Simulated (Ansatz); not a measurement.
`N[Si]1(Cl)CO1` at its PBE0-D4/def2-TZVP geometry, where that method's forces vanish. Total charge 0; spin multiplicity 1.

| atom | x (Å) | y (Å) | z (Å) |
| --- | --- | --- | --- |
| N1 | 0.504 | 0.200 | -1.577 |
| Si2 | 0.139 | 0.424 | 0.046 |
| Cl3 | 0.101 | 2.430 | 0.376 |
| C4 | -0.686 | -0.691 | 1.180 |
| O5 | 0.825 | -0.557 | 1.155 |
| H6 | 0.717 | -0.701 | -1.968 |
| H7 | 0.509 | 0.951 | -2.243 |
| H8 | -1.003 | -1.694 | 0.903 |
| H9 | -1.107 | -0.361 | 2.127 |

For each bond, give half the difference of the two atoms' forces along it (eV/Å; positive pushes the atoms apart) under PBE-D4, r2SCAN-D4, B3LYP-D4, ωB97M-V in def2-TZVPP. (Estimate.)

Computed: 
```csv
bond,length (Å),PBE-D4,r2SCAN-D4,B3LYP-D4,ωB97M-V
N1–Si2,1.678,-0.01,0.00,0.02,0.04
N1–H6,1.005,0.15,0.00,-0.02,-0.02
N1–H7,1.004,0.16,0.01,-0.02,-0.02
Si2–Cl3,2.034,0.03,0.02,0.14,0.04
Si2–C4,1.791,0.24,0.11,0.17,0.08
Si2–O5,1.632,0.61,0.17,0.11,0.00
C4–O5,1.518,0.56,0.42,0.42,0.22
C4–H8,1.088,0.04,-0.08,-0.15,-0.12
C4–H9,1.088,0.03,-0.07,-0.14,-0.11
```

B3LYP here is the variant with VWN-RPA as its local correlation; programs differ in this.
